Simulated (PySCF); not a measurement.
**Spinor energies of Ni²¹⁺ (nickel, charge +21)**

Start: [He] 2s2 2p3; 2p1/2 filled at m_j = -1/2, +1/2; 2p3/2 filled at m_j = +3/2. Calculated with PySCF 2.14 in an even-tempered Gaussian basis (17 s from 5.6 bohr⁻², ratio 2.4; 11 p from 7.3 bohr⁻², ratio 2.4; 5 d from 28 bohr⁻², ratio 2.6; 4 f from 42 bohr⁻², ratio 2.6): generalised Hartree-Fock with the X2C-1e Hamiltonian and a Gaussian nucleus; one run each with spin-orbit coupling (SO) switched off, then screened by Boettger's factors.

```
spinor shell  electrons  ε, spin-free (eV)  ε, screened SO (eV)  weight of nominal j (screened SO)  rms radius, screened SO (bohr)
       1s1/2          2            -9524.9              -9527.6                              1.000                          0.0621
       2s1/2          2            -1981.2              -1982.1                              1.000                           0.250
       2p3/2          1            -1896.8              -1880.3                              1.000                           0.221
       2p1/2          2            -1896.8              -1871.0                              0.019                           0.221
```

```
   quantity    spin-free  screened SO
E (hartree)  -1168.15745  -1166.52307
        M_J          3/2          3/2
       ⟨J²⟩        3.750        3.777
       ⟨L²⟩        0.000        3.425
       ⟨S²⟩        3.750        1.080
```

Each row is a mean over spinors that exchange with the open shell spreads, by up to 13.907 eV (2s1/2).

Rows whose weight is well below 1 are mixtures of j = l ± 1/2: exchange outweighs spin-orbit coupling there, and the label is only the starting occupation.

Without spin-orbit coupling the j labels of p, d and f shells carry no meaning; the spin-free column gives the mean over the occupied spinors of each nl shell.
